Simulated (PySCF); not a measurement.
## BBr₃ + 2 H₂O → BO(OH) + 3 HBr

Level: PBE0 in the def2-TZVP basis family, all electrons, no relativity, computed in PySCF with density fitting; open shells unrestricted.

| species | state and structure | E (Eh) | ZPE (kJ/mol) | H(298 K) − H(0) (kJ/mol) | S° (J/(mol K)) |
| --- | --- | --- | --- | --- | --- |
| BBr₃ | singlet, D3h, B–Br 1.897 Å (×3) | -7746.50346 | 15.8 | 15.6 | 323.8 |
| H₂O | singlet, C2v, O–H 0.960 Å (×2); H–O–H 105.1° | -76.37736 | 56.5 | 9.9 | 188.7 |
| BO(OH) | singlet, Cs, B–O 1.211 Å, B–O 1.322 Å, O–H 0.960 Å; B–O–H 117.0°, O–B–O 177.5° | -175.86369 | 53.6 | 11.4 | 242.8 |
| HBr | singlet, C∞v, H–Br 1.421 Å | -2574.45811 | 16.0 | 8.7 | 198.5 |

Task: What is the electronic reaction energy?

Result: At PBE0/def2-TZVP, ΔE = 52.9 kJ/mol from the differences of the total energies times 2625.5, uphill. 

Task: Add zero-point, thermal and entropy terms for 298.15 K and 1 bar.

Result: ΔZPE = -27.2 and Δ[H(298) − H(0)] = 2.1 kJ/mol give ΔH° = 27.8 kJ/mol. ΔS° = 137.1 J/(mol K), so ΔG° = 27.8 − 298.15 × (0.1371) = -13 kJ/mol and log₁₀K = 2.3. ΔG° would change sign near 200 K if ΔH° and ΔS° stayed fixed.

Each species is the lowest minimum found with this bonding; other isomers or fragments can lie lower.
